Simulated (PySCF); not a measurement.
C₅H₆N₂O₂.
Z-matrix (Å and degrees, GFN2-xTB geometry), rows numbered from 1:
```
C 
N   1  1.4445
N   2  1.3292  1  116.06
C   3  1.2983  2  119.34  1  -179.90
O   4  1.3431  3  118.33  2   179.95
C   4  1.4249  3  122.32  2    -0.04
C   6  1.3506  4  117.91  3     0.08
C   2  1.3851  1  118.43  3  -179.83
O   8  1.2183  2  120.24  1    -0.05
H   1  1.0907  2  109.53  3  -122.70
H   1  1.0909  2  109.66  3   118.89
H   1  1.0863  2  108.30  3    -1.88
H   5  0.9669  4  108.76  3    -0.03
H   6  1.0785  4  118.95  3  -179.91
H   7  1.0787  6  122.27  4   179.98
```

Method: B3LYP/def2-SVPD in PySCF (dipole) on a GFN2-xTB geometry, gas phase.

Take the most abundant isotopes and a rigid rotor. The values belong to one conformer with, in the numbering `[CH3:1][n:2]1[n:3][c:4]([OH:5])[cH:6][cH:7][c:8]1=[O:9]`, N3–C4–O5–H 0°.

(1) What are A, B and C (GHz)?

(2) What kind of rotor is it?

(3) Is it planar, by Δ = Ic − Ia − Ib?

(4) List the rotational levels J(Ka,Kc) to J = 3 (MHz).

(5) Predict some low-J microwave lines.

Results:

(1) Ia = 157.55, Ib = 344.76, Ic = 499.17 u·Å²; 505379 MHz·u·Å²/I gives 3208, 1466 and 1012 MHz, that is A = 3.2077, B = 1.4659, C = 1.0124 GHz.

(2) An asymmetric top: κ = (2 × 1466 − 3208 − 1012)/(3208 − 1012) = -0.59.

(3) Not planar: Δ = Ic − Ia − Ib = -3.14 u·Å². For a rigid frame Δ = −2 Σ m c², so Σ m c² = 1.57 u·Å² lies off the ab plane, practically all of it from hydrogen. The atom farthest from that plane is 0.90 Å away.

(4) Above 0(0,0):
J = 1: 1(0,1) 2478, 1(1,1) 4220, 1(1,0) 4674
J = 2: 2(0,2) 7357, 2(1,2) 8723, 2(1,1) 10084, 2(2,1) 15309, 2(2,0) 15387
J = 3: 3(0,3) 14496, 3(1,3) 15433, 3(1,2) 18146, 3(2,2) 22744, 3(2,1) 23118, 3(3,1) 32632, 3(3,0) 32641
The levels of one J sum to (2J + 1)J(J + 1)(A + B + C)/3.

(5) The dipole components are |μa| = 2.75 D, |μb| = 1.22 D, |μc| = 0.00 D. Intensities carry the squares of the components, which stand as 1.00 : 0.20 : 0.00 (a : b : c). Some lines, for components of 0.1 D or more:

| type | branch | J(Ka,Kc) | MHz | lower level (cm⁻¹) |
| --- | --- | --- | --- | --- |
| b | Q | 3(1,2) ← 3(0,3) | 3649 | 0.484 |
| b | Q | 2(2,0) ← 2(1,1) | 5303 | 0.336 |
| b | Q | 5(1,4) ← 5(0,5) | 6886 | 1.167 |
| b | R | 5(1,4) ← 4(2,3) | 9281 | 1.087 |
| b | Q | 4(3,2) ← 4(2,3) | 10082 | 1.087 |
| b | R | 5(0,5) ← 4(1,4) | 10686 | 0.811 |
| b | R | 2(2,0) ← 1(1,1) | 11167 | 0.141 |
| a | R | 5(4,1) ← 4(4,0) | 12570 | 1.879 |
| b | R | 3(2,2) ← 2(1,1) | 12661 | 0.336 |
| b | Q | 4(4,1) ← 4(3,2) | 13663 | 1.424 |
| b | R | 5(2,4) ← 4(1,3) | 16034 | 0.960 |
| b | R | 4(2,2) ← 3(1,3) | 18206 | 0.515 |
| b | R | 5(2,3) ← 4(1,4) | 22686 | 0.811 |
| b | R | 4(4,1) ← 3(3,0) | 23701 | 1.089 |

No GFN2-xTB frequencies stand behind this structure, so it isn't proved a minimum. Zero-point vibration and centrifugal distortion are left out. A rigid rotor knows nothing of internal rotation, which can split or shift real lines. Quadrupole hyperfine structure (14N) is left out.
